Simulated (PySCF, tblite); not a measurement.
Species: C₃H₁₁FSi₂.
Cartesian coordinates in Å at the GFN2-xTB level; atoms count from 1:
```
atom  x, y, z in Å
C1     2.4228    0.1010    0.9237
Si2    1.6518   -0.7654   -0.5743
C3    -0.1092   -0.0340   -0.8438
F4     0.0361    1.3319   -1.1030
C5    -1.0539   -0.2112    0.3350
Si6   -2.7545    0.6035    0.0485
H7     3.4651   -0.1788    1.0429
H8     1.9074   -0.1557    1.8458
H9     2.3795    1.1812    0.8089
H10    2.4354   -0.5142   -1.7861
H11    1.4827   -2.2061   -0.3456
H12   -0.5725   -0.4393   -1.7514
H13   -1.1661   -1.2817    0.5115
H14   -0.5894    0.2126    1.2269
H15   -3.5863    0.3224    1.2220
H16   -3.3553    0.0012   -1.1454
H17   -2.6005    2.0447   -0.1266
```

Level of theory: B3LYP/def2-SVPD in PySCF (dipole) on a GFN2-xTB geometry, gas phase.

Masses are those of the commonest isotopes; rigid-rotor values at the optimised geometry. The values belong to one conformer with, in the numbering `[CH3:1][SiH2:2][C@H:3]([F:4])[CH2:5][SiH3:6]`, C1–Si2–C3–F4 61°, Si2–C3–C5–Si6 177°.

**Question.** Give the principal moments of inertia and the rotational constants in MHz.

**Answer.** Ia = 115.74, Ib = 499.20, Ic = 517.92 u·Å²; 505379 MHz·u·Å²/I gives A = 4366, B = 1012, C = 975.8 MHz.

**Question.** Classify the top.

**Answer.** A near-prolate asymmetric top: κ = (2 × 1012 − 4366 − 975.8)/(4366 − 975.8) = -0.98.

**Question.** What does the inertial defect say?

**Answer.** Not planar: Δ = Ic − Ia − Ib = -97.02 u·Å². For a rigid frame Δ = −2 Σ m c², so Σ m c² = 48.51 u·Å² lies off the ab plane: 16.38 from hydrogen and 32.13 from heavier atoms. The atom farthest from that plane is 1.87 Å away.

**Question.** Give the other two planar moments, Paa and Pbb, and the rms extents of the mass along the axes.

**Answer.** Paa = Σ m a² = (Ib + Ic − Ia)/2 = 450.68 and Pbb = Σ m b² = (Ia + Ic − Ib)/2 = 67.23 u·Å². With the mass M = 122.04 u, the rms extents √(P/M) along a, b and c are 1.92, 0.74, 0.63 Å.

**Question.** Which lines would a microwave search look for?

**Answer.** The dipole components are |μa| = 0.67 D, |μb| = 1.49 D, |μc| = 0.59 D. The squared components, which scale the intensities, stand as 0.20 : 1.00 : 0.16 (a : b : c). Some lines, for components of 0.1 D or more:

```json
{"type": "b", "branch": "R", "J(Ka,Kc)": "2(0,2) ← 1(1,1)", "MHz": "622", "lower level (cm⁻¹)": "0.178"}
{"type": "c", "branch": "Q", "J(Ka,Kc)": "3(1,3) ← 3(0,3)", "MHz": "3264", "lower level (cm⁻¹)": "0.398"}
{"type": "c", "branch": "Q", "J(Ka,Kc)": "1(1,1) ← 1(0,1)", "MHz": "3354", "lower level (cm⁻¹)": "0.066"}
{"type": "b", "branch": "Q", "J(Ka,Kc)": "3(1,2) ← 3(0,3)", "MHz": "3483", "lower level (cm⁻¹)": "0.398"}
{"type": "a", "branch": "R", "J(Ka,Kc)": "2(1,2) ← 1(1,1)", "MHz": "3940", "lower level (cm⁻¹)": "0.178"}
{"type": "a", "branch": "R", "J(Ka,Kc)": "2(1,1) ← 1(1,0)", "MHz": "4013", "lower level (cm⁻¹)": "0.179"}
{"type": "b", "branch": "R", "J(Ka,Kc)": "1(1,1) ← 0(0,0)", "MHz": "5342", "lower level (cm⁻¹)": "0.000"}
{"type": "c", "branch": "R", "J(Ka,Kc)": "1(1,0) ← 0(0,0)", "MHz": "5379", "lower level (cm⁻¹)": "0.000"}
{"type": "a", "branch": "R", "J(Ka,Kc)": "3(0,3) ← 2(0,2)", "MHz": "5963", "lower level (cm⁻¹)": "0.199"}
{"type": "c", "branch": "R", "J(Ka,Kc)": "2(1,1) ← 1(0,1)", "MHz": "7404", "lower level (cm⁻¹)": "0.066"}
{"type": "b", "branch": "R", "J(Ka,Kc)": "3(1,3) ← 2(0,2)", "MHz": "9227", "lower level (cm⁻¹)": "0.199"}
{"type": "b", "branch": "Q", "J(Ka,Kc)": "2(2,1) ← 2(1,2)", "MHz": "10172", "lower level (cm⁻¹)": "0.310"}
{"type": "b", "branch": "Q", "J(Ka,Kc)": "3(2,2) ← 3(1,3)", "MHz": "10227", "lower level (cm⁻¹)": "0.507"}
{"type": "c", "branch": "R", "J(Ka,Kc)": "2(2,0) ← 1(1,0)", "MHz": "14075", "lower level (cm⁻¹)": "0.179"}
{"type": "c", "branch": "R", "J(Ka,Kc)": "2(2,1) ← 1(1,1)", "MHz": "14112", "lower level (cm⁻¹)": "0.178"}
{"type": "b", "branch": "R", "J(Ka,Kc)": "2(2,0) ← 1(1,1)", "MHz": "14112", "lower level (cm⁻¹)": "0.178"}
{"type": "c", "branch": "Q", "J(Ka,Kc)": "3(3,1) ← 3(2,1)", "MHz": "16860", "lower level (cm⁻¹)": "0.848"}
{"type": "b", "branch": "Q", "J(Ka,Kc)": "3(3,0) ← 3(2,1)", "MHz": "16860", "lower level (cm⁻¹)": "0.848"}
{"type": "b", "branch": "Q", "J(Ka,Kc)": "3(3,1) ← 3(2,2)", "MHz": "16862", "lower level (cm⁻¹)": "0.848"}
{"type": "b", "branch": "R", "J(Ka,Kc)": "3(3,1) ← 2(2,0)", "MHz": "22826", "lower level (cm⁻¹)": "0.649"}
{"type": "c", "branch": "R", "J(Ka,Kc)": "3(3,0) ← 2(2,0)", "MHz": "22826", "lower level (cm⁻¹)": "0.649"}
{"type": "c", "branch": "R", "J(Ka,Kc)": "3(3,1) ← 2(2,1)", "MHz": "22826", "lower level (cm⁻¹)": "0.649"}
{"type": "b", "branch": "R", "J(Ka,Kc)": "3(3,0) ← 2(2,1)", "MHz": "22826", "lower level (cm⁻¹)": "0.649"}
```

**Question.** Estimate the classical rotational partition function at 100 K, 298.15 K and 500 K.

**Answer.** Point group C1, symmetry number σ = 1; q = (√π/σ)·√((kT/h)³/(ABC)), k/h = 20836.6 MHz/K: 81200 at 100 K, 418000 at 298.15 K, 908000 at 500 K.

Its GFN2-xTB frequencies are all real (lowest 43 cm⁻¹). Constants of a rigid frame at the computed geometry: no zero-point averaging, no centrifugal distortion. A rigid rotor knows nothing of internal rotation, which can split or shift real lines.
